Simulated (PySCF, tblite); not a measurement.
Isomers of C4H9ClSi2, one GFN2-xTB conformer each. Single-point energies are computed at PBE0/pcSseg-1 (PySCF, gas phase, no added dispersion term), electronic only.

Task: Rank them by PBE0/pcSseg-1 energy, lowest first (kcal/mol).
A. `[Cl:1][C:2]1=[CH:3][SiH2:4][SiH2:5][CH2:6][CH2:7]1` with C2–C3–Si4–Si5 25°, C3–Si4–Si5–C6 -5°, Si4–Si5–C6–C7 -37°, Si5–C6–C7–C2 73°
B. `[CH3:1][C@@H:2]([Cl:3])[SiH2:4][C:5]#[C:6][SiH3:7]` with C1–C2–Si4–C5 62°
C. `[SiH3:1][SiH2:2][C@H:3]1[CH:4]=[C:5]([Cl:6])[CH2:7]1` with Si1–Si2–C3–C4 -43°
D. `[Cl:1][SiH2:2][SiH:3]1[CH2:4][CH:5]=[CH:6][CH2:7]1` with Cl1–Si2–Si3–C4 68°

Result: D (0.0), A (31.1), B (56.2), C (62.2).

As drawn, the highest has a four-membered ring, which the lowest lacks. GFN2-xTB itself gives, in the same order: 0.0, 24.4, 46.6, 40.0. Both levels put the same isomer lowest; measured from each level's own lowest isomer, the values differ by up to 22.2 kcal/mol ([SiH3][SiH2][C@H]1C=C(Cl)C1: 40.0 against 62.2).

Task: Which frontier levels, dipoles and rotational constants go with these structures?

Result: 
```json
{"SMILES": "Cl[SiH2][SiH]1CC=CC1", "HOMO (eV, PBE0/pcSseg-1)": "-7.22", "LUMO (eV)": "-0.60", "dipole (D)": "1.92", "A, B, C (MHz)": "3466, 725.6, 656.3"}
{"SMILES": "ClC1=C[SiH2][SiH2]CC1", "HOMO (eV, PBE0/pcSseg-1)": "-7.35", "LUMO (eV)": "-0.73", "dipole (D)": "1.40", "A, B, C (MHz)": "2596, 933.4, 722.6"}
{"SMILES": "C[C@@H](Cl)[SiH2]C#C[SiH3]", "HOMO (eV, PBE0/pcSseg-1)": "-7.90", "LUMO (eV)": "-0.82", "dipole (D)": "2.32", "A, B, C (MHz)": "4240, 456.8, 426.7"}
{"SMILES": "[SiH3][SiH2][C@H]1C=C(Cl)C1", "HOMO (eV, PBE0/pcSseg-1)": "-7.06", "LUMO (eV)": "-0.25", "dipole (D)": "1.41", "A, B, C (MHz)": "2349, 820.7, 676.5"}
```

Task: What happens when harmonic zero-point energies from GFN2-xTB frequencies are added?

Result: 
```json
{"SMILES": "Cl[SiH2][SiH]1CC=CC1", "ZPE (kcal/mol)": "70.6", "electronic (kcal/mol)": "0.0", "with ZPE (kcal/mol)": "0.0"}
{"SMILES": "ClC1=C[SiH2][SiH2]CC1", "ZPE (kcal/mol)": "69.4", "electronic (kcal/mol)": "31.1", "with ZPE (kcal/mol)": "29.9"}
{"SMILES": "C[C@@H](Cl)[SiH2]C#C[SiH3]", "ZPE (kcal/mol)": "65.7", "electronic (kcal/mol)": "56.2", "with ZPE (kcal/mol)": "51.3"}
{"SMILES": "[SiH3][SiH2][C@H]1C=C(Cl)C1", "ZPE (kcal/mol)": "66.7", "electronic (kcal/mol)": "62.2", "with ZPE (kcal/mol)": "58.3"}
```

The zero-point energies span 4.9 kcal/mol. The order is unchanged.
